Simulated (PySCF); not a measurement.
H2Cl2Si, SMILES Cl[SiH2]Cl. Geometry optimised at B3LYP-D3(BJ)/def2-TZVP.

PySCF with TDA-CAM-B3LYP/def2-SVPD puts the lowest singlet excitations at 7.58, 7.79, 8.06, 8.24, 8.33, 8.49 eV.

**Question.** What are the lowest excitation roots from PySCF 2.14.0 with ADC(2)/aug-cc-pVDZ? (An estimate is asked for; the answer gives what the named calculation found.)

**Answer.** 7.92, 8.04, 8.30, 8.50, 8.52, 8.62 eV. S1 differs by 0.34 eV (second minus first; roots are paired by order, and the bases may differ).
